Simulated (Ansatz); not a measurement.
As(SMe)3 (C₃H₉AsS₃): single points at one geometry.

```yaml
crystal:
  periodic: [false, false, false]
  atoms:
    - {symbol: As, position_ang: [0.006154, -0.001597, 0.227738]}
    - {symbol: S, position_ang: [1.819911, 0.564714, -1.018334]}
    - {symbol: C, position_ang: [3.110982, -0.315399, -0.057317]}
    - {symbol: H, position_ang: [3.131097, 0.009052, 1.001935]}
    - {symbol: H, position_ang: [4.080114, -0.054938, -0.525875]}
    - {symbol: H, position_ang: [2.969144, -1.412196, -0.115307]}
    - {symbol: S, position_ang: [-1.479165, 1.315170, -0.878089]}
    - {symbol: C, position_ang: [-1.266576, 2.858050, 0.091103]}
    - {symbol: H, position_ang: [-1.475873, 2.702379, 1.167977]}
    - {symbol: H, position_ang: [-2.001229, 3.582524, -0.311406]}
    - {symbol: H, position_ang: [-0.247594, 3.271119, -0.041365]}
    - {symbol: S, position_ang: [-0.479247, -1.920678, -0.887784]}
    - {symbol: C, position_ang: [-1.832718, -2.538484, 0.185350]}
    - {symbol: H, position_ang: [-1.504183, -2.659995, 1.236540]}
    - {symbol: H, position_ang: [-2.117842, -3.531580, -0.213491]}
    - {symbol: H, position_ang: [-2.712976, -1.868132, 0.138316]}
basis:
  gaussian: {orbitals: def2-TZVP, initial_orbitals: start.molden}
hamiltonian: {xc: pbe0, dispersion: d4}
scf: {omitted_lower_state_checks: [starts]}
output: {forces: true, orbitals: {seedname: orbitals}}
```

The file start.molden holds the orbitals of an earlier run on this structure, at another level or in another basis.

```sh
$ ansatz run in.yaml --threads 4 --pin off --events-out ev --progress --plain --max-ram 8704MiB
```

Output, abridged:

```
Functional definition: PBE0
2172 factors; their error is unknown
mean field evaluation 1: about -96581.8216 eV, gradient 2.0e2 eV
mean field evaluation 2: about -96586.1347 eV, gradient 6.0e0 eV
mean field evaluation 4: about -96586.5465 eV, gradient 5.7e-1 eV
mean field evaluation 8: about -96586.5470 eV, gradient 1.6e-5 eV
mean field -96586.54695875 eV, -3549.4901320211 hartree, gradient 1.6e-5 eV, S^2 0.000000; 0 other end points of the search recorded, 0 dependent functions left out
reference -96586.54699768 eV, -3549.4901334519 hartree; 54, 54 occupied and 252, 252 virtual orbitals, 2172 factors
Total energy: -96587.01189607 eV, -3549.5072181525 hartree
Atom 0 at     0.006154    -0.001597     0.227738 Å, force    -0.034009    -0.007819    -0.780843 eV/Å
Atom 1 at     1.819911     0.564714    -1.018334 Å, force    -0.056688    -0.358880     0.538518 eV/Å
Atom 2 at     3.110982    -0.315399    -0.057317 Å, force     0.128168    -0.085942     0.073601 eV/Å
Atom 3 at     3.131097     0.009052     1.001935 Å, force    -0.047846    -0.140276    -0.563796 eV/Å
Atom 4 at     4.080114    -0.054938    -0.525875 Å, force    -0.494316    -0.118733     0.219037 eV/Å
Atom 5 at     2.969144    -1.412196    -0.115307 Å, force     0.054578     0.578966     0.013816 eV/Å
Atom 6 at    -1.479165     1.315170    -0.878089 Å, force     0.384051     0.120732     0.508418 eV/Å
Atom 7 at    -1.266576     2.858050     0.091103 Å, force     0.017710     0.152333     0.074521 eV/Å
Atom 8 at    -1.475873     2.702379     1.167977 Å, force     0.101190     0.034116    -0.573142 eV/Å
Atom 9 at    -2.001229     3.582524    -0.311406 Å, force     0.360789    -0.375940     0.186638 eV/Å
Atom 10 at    -0.247594     3.271119    -0.041365 Å, force    -0.529517    -0.235221     0.052040 eV/Å
Atom 11 at    -0.479247    -1.920678    -0.887784 Å, force    -0.252767     0.258719     0.539510 eV/Å
Atom 12 at    -1.832718    -2.538484     0.185350 Å, force    -0.133980    -0.063903     0.085005 eV/Å
Atom 13 at    -1.504183    -2.659995     1.236540 Å, force    -0.128088     0.080551    -0.562948 eV/Å
Atom 14 at    -2.117842    -3.531580    -0.213491 Å, force     0.156539     0.498342     0.183370 eV/Å
Atom 15 at    -2.712976    -1.868132     0.138316 Å, force     0.474186    -0.337045     0.006255 eV/Å
Dipole moment:     0.028437     0.007672     0.573037 e Å
Checks for a lower state left out: starts
```

It took 17 s on 4 threads of Arm Neoverse V1 on a shared host, peak host memory 1.5 GiB.

First input, but with `gaussian: {orbitals: def2-SVP, initial_orbitals: start.molden}`, `output: {orbitals: {seedname: orbitals}}` (abridged; 4.1 s):

```
Functional definition: PBE0
mean field -96564.07639712 eV, -3548.6643541122 hartree, gradient 4.4e-5 eV, S^2 0.000000
Total energy: -96564.54133055 eV, -3548.6814401009 hartree
Checks for a lower state left out: starts
```

As the first input, with `hamiltonian: {xc: r2scan, dispersion: d4}`, `output: {orbitals: {seedname: orbitals}}` (abridged; 11 s):

```
Functional definition: r2SCAN
mean field -96604.82533135 eV, -3550.1618498248 hartree, gradient 1.7e-5 eV, S^2 0.000000
Total energy: -96604.96128934 eV, -3550.1668461887 hartree
Checks for a lower state left out: starts
```

First input, but with `gaussian: {orbitals: def2-TZVPD, initial_orbitals: start.molden}`, `hamiltonian: {xc: pbe, dispersion: d4}`, `output: {orbitals: {seedname: orbitals}}` (abridged; 10 s):

```
Functional definition: PBE
mean field -96581.84909983 eV, -3549.3174888902 hartree, gradient 2.6e-5 eV, S^2 0.000000
Total energy: -96582.38761074 eV, -3549.3372788011 hartree
Checks for a lower state left out: starts
```

The first input with `gaussian: {orbitals: def2-TZVPD, initial_orbitals: start.molden}`, `hamiltonian: {xc: {name: B3LYP}, dispersion: d4}`, `output: {orbitals: {seedname: orbitals}}` (abridged; 21 s):

```
Functional definition: B3LYP
mean field -96611.98198076 eV, -3550.4248518394 hartree, gradient 4.6e-5 eV, S^2 0.000000
Total energy: -96612.85685714 eV, -3550.4570029535 hartree
Checks for a lower state left out: starts
```

The first input with `hamiltonian: {xc: {name: B3LYP}, dispersion: d4}`, `output: {orbitals: {seedname: orbitals}}` (abridged; 11 s):

```
Functional definition: B3LYP
mean field -96611.90264524 eV, -3550.4219363131 hartree, gradient 8.7e-6 eV, S^2 0.000000
Total energy: -96612.77746906 eV, -3550.4540854952 hartree
Checks for a lower state left out: starts
```

First input, but with `gaussian: {orbitals: 6-31G}`, `hamiltonian: {xc: hf}`, `output: {orbitals: {seedname: orbitals}}` (abridged; 1.4 s):

```
Functional definition: HF
mean field -96467.06507432 eV, -3545.0992537562 hartree, gradient 1.8e-5 eV, S^2 0.000000
Total energy: -96467.06507432 eV, -3545.0992537562 hartree
Checks for a lower state left out: starts
```

Geometry: PBE-D4/def2-SVP.

The 6-31G sets use Cartesian d functions. B3LYP takes the VWN-RPA correlation.
